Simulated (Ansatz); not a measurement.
Cost and result up the ladder for SiB8 (9 atoms). Charge 0, multiplicity 1. Geometry: B3LYP-D4/def2-SVP.

```xyz
9

Si   -0.655    1.102   -1.673
B    -0.061   -0.440    1.434
B    -0.599    0.972    0.582
B     1.826   -0.849   -0.578
B    -1.636   -0.084    1.221
B     1.299   -1.093    0.865
B     0.793    0.344    0.046
B     0.881   -0.166   -1.606
B    -1.848    0.215   -0.291
```

Ansatz on 4 threads of Intel Xeon Platinum 8223CL on a shared host. Times are rough, and most runs start from the orbitals of an earlier one. No level here is sound enough to serve as a yardstick. Binding counts from free atoms at the same level (Si triplet, B doublet; other spins of the atoms weren't run), without zero-point energy or a counterpoise term.

HSE06 is defined as in plane-wave codes, on full-range PBE exchange. Correlated methods freeze 13 core orbitals. The structure comes from a short search, and lower isomers may exist.

Correlated methods converge slowly with the basis.

```csv
level,functions,wall time,binding energy per atom (eV),remarks
PBE-D4/def2-TZVP (with forces),285,3.9 s,4.74,restricted SCF unstable in HF
PBE0-D4/def2-TZVP,285,4.8 s,4.58,restricted SCF unstable in HF
r2SCAN-D4/def2-TZVP,285,5 s,4.60,restricted SCF unstable in HF
HSE06-D4/def2-TZVP,285,6 s,4.59,restricted SCF unstable in HF
ωB97X-V/def2-TZVP,285,13 s,4.30,restricted SCF unstable in HF
CCSD(T)/def2-TZVP,285,7.2 min,4.16,"large T1 (0.031), restricted SCF unstable"
```
